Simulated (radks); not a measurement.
Results of a calculation; reference values are marked as such.
These are the eigenvalues of the occupied orbitals of an atom or ion with whole-number occupations (eV). Code: a radial shooting solver on a logarithmic mesh with Libxc functionals. Model: Dirac Kohn-Sham, LDA (Slater exchange, Perdew-Zunger correlation), spin-unpolarised, spherical densities, finite nucleus; Fermi nuclear charge, rms radius of each element as measured or else 0.836 A^(1/3) + 0.57 fm.

| orbital | eigenvalue |
|---|---|
| 1s1/2 | -87849.59 |
| 2s1/2 | -15702.99 |
| 2p1/2 | -15091.95 |
| 2p3/2 | -12905.00 |
| 3s1/2 | -3769.520 |
| 3p1/2 | -3491.366 |
| 3p3/2 | -3003.542 |
| 3d3/2 | -2541.765 |
| 3d5/2 | -2437.851 |
| 4s1/2 | -853.2953 |
| 4p1/2 | -732.6222 |
| 4p3/2 | -612.9533 |
| 4d3/2 | -415.2372 |
| 4d5/2 | -392.8952 |
| 5s1/2 | -144.8617 |
| 4f5/2 | -136.6379 |
| 4f7/2 | -131.6019 |
| 5p1/2 | -103.4582 |
| 5p3/2 | -80.8689 |
| 5d3/2 | -23.7348 |
| 5d5/2 | -21.1182 |
| 6s1/2 | -12.8415 |
| 6p1/2 | -5.2420 |
| 6p3/2 | -3.6420 |

Which element is it, and in what charge state? The configuration may be excited. Open shells, if any, fill j = l - 1/2 first.

Answer. Z = 82, lead, charge 0: Pb in [Xe] 4f14 5d10 6s1 6p3. The list shows which subshells hold electrons but not how many an open one holds; the 1s level, -3228.4 hartree, gives Z - s = 80.4 by -(Z - s)^2/2, which with screening and relativity narrows Z to a few neighbours, and the depths of the outer levels then fix element, charge and occupations together.
